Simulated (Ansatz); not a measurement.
Ba5⁺, relaxed as a doublet with UKS PBE/def2-SVP in Ansatz, starting from the GFN2-xTB geometry. Force threshold 0.02 eV/Å.

In the def2 sets Ba takes a core potential; there is no spin–orbit coupling. The structure comes from a short search, and lower isomers may exist.

Start:

Cartesian coordinates in Å:
```
Ba -1.581 0.999 1.683
Ba -0.223 2.755 -1.902
Ba 2.476 0.363 0.229
Ba -0.952 -1.378 -1.914
Ba 0.280 -2.739 1.904
```

```
step  energy (eV)  largest force component (eV/Å)  SCF passes
   1   -3461.1631                           0.396         152
   2   -3461.2353                           0.232          70
   3   -3461.2826                           0.012          55
```

Force components are those of the run's own axes.

End:

```
atom   x (Å)   y (Å)   z (Å)
 Ba1  -1.617   1.044   1.730
 Ba2  -0.259   2.933  -2.016
 Ba3   2.549   0.376   0.214
 Ba4  -0.940  -1.422  -1.946
 Ba5   0.267  -2.931   2.018
```

By distances, no bond broke or formed. The bond that changes most is Ba3–Ba5, from 4.15 to 4.40 Å (atoms count from 1).

No frequencies were taken in this run, so the end may be a saddle point.

Run time 45 s (4 threads of Intel Xeon on a shared host).
